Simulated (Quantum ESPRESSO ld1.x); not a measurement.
All-electron atom: Gd XLI in [Ar] 3d6.

All-electron calculation, scalar-relativistic Kohn-Sham, LDA (Slater exchange, Perdew-Wang correlation), spin-polarised, spherical densities, point nucleus; open shells are filled with parallel spins first. Program: ld1.x of Quantum ESPRESSO 7.5.

Energy parts (eV):
total: -274487.1
kinetic: 296767.3
electron-nucleus: -616267.6
Hartree: 49614.9
exchange-correlation: -4601.7

Orbitals (lengths in bohr, moments of r in powers of bohr; <r^-3> diverges for s and p1/2; r(90%) holds 90 % of the orbital's charge):
orbital  occ.  eigenvalue (eV)  r(90%)  <1/r>      <r^4>  <r^-3>
1s up       1         -52107.2  0.0396  71.61  1.143e-06       -
1s down     1         -52106.7  0.0396  71.61  1.142e-06       -
2s up       1         -10273.3   0.144  16.68  0.0001776       -
2s down     1         -10257.2   0.144  16.70  0.0001771       -
2p up       3         -9374.98   0.133  15.57  0.0001319   11510
2p down     3         -9362.20   0.133  15.59  0.0001313   11530
3s up       1         -3631.37   0.341  6.415   0.005779       -
3s down     1         -3614.20   0.342  6.397   0.005825       -
3p up       3         -3354.17   0.342  6.065   0.005763    2705
3p down     3         -3336.72   0.343  6.047   0.005818    2686
3d up       5         -3022.07   0.316  5.776   0.004103   373.6
3d down     1         -3000.76   0.318  5.763   0.004164   372.0
4s up       0         -1812.51   0.643  3.247    0.07529       -
4s down     0         -1806.67   0.645  3.237    0.07605       -
4p up       0         -1703.42   0.657  3.099    0.08109   960.1
4p down     0         -1697.63   0.658  3.090    0.08201   953.4

The highest occupied level is 3d down at -3000.8 eV. The density falls to 0.001 e/bohr^3 at r = 0.73 bohr.
